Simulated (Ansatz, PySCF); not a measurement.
Gas-phase reaction R1 + R2 → P1 + P2, each structure at its B3LYP-D3(BJ)/def2-TZVP stationary point, reached from a drawn start (curvature not checked).
R1: H4Sn (SMILES [SnH4]), charge 0, multiplicity 1.
P1: H3Sn (SMILES [SnH3]), charge 0, multiplicity 2.
R2: H atom, charge 0, multiplicity 2.
P2: H2 (SMILES [H][H]), charge 0, multiplicity 1.

| level | reaction energy (kcal/mol) | cost |
|---|---|---|
| HF/def2-SVPD | -22.23 | - |
| HF/def2-TZVPPD | -23.51 | - |
| HF/def2-QZVPPD | -23.57 | - |
| SVWN5/def2-TZVPPD | -27.10 | ×0.8 |
| PBE/def2-TZVPPD | -28.61 | ×1 |
| B97M-V/def2-TZVPPD | -25.41 | ×3 |
| BHLYP/def2-TZVPPD | -29.81 | ×1 |
| M06-2X/def2-TZVPPD | -33.50 | - |
| CAM-B3LYP/def2-TZVPPD | -29.25 | ×2 |
| wB97X-V/def2-TZVPPD | -26.47 | ×3 |
| B2PLYP/def2-TZVPPD | -30.09 | ×2 |
| MP2/def2-SVPD | -26.18 | - |
| MP2/def2-TZVPPD | -27.92 | - |
| SCS-MP2/def2-SVPD | -27.19 | - |
| SCS-MP2/def2-QZVPPD | -29.16 | - |
| CCSD/def2-SVPD | -28.64 | - |
| CCSD/def2-TZVPPD | -30.16 | - |
| CCSD/def2-QZVPPD | -30.20 | - |
| CCSD(T)/def2-SVPD | -28.51 | ×1 |
| CCSD(T)/def2-QZVPPD | -30.03 | ×20* |

P less R. No zero-point or thermal terms; singlets are restricted closed shells; open shells are unrestricted; no spin–orbit coupling.

Cores are frozen in the correlated methods. In cc and def2 sets filled d and f shells under p-block atoms count as core.

Codes used: Ansatz (a first-principles code) with Gaussian orbitals; PySCF for M06-2X. No computed number here is a measurement. Elements past Kr take the def2 small-core potentials, without spin–orbit coupling.

Costs are rough ratios of core time to PBE/def2-TZVPPD (about 3 s over the structures, on one shared machine); a dash marks a level with no comparable run of its own. A star marks coupled-cluster runs past 200 virtual orbitals, where the program's memory plan changes under this machine's limit, so their costs aren't comparable with smaller runs.
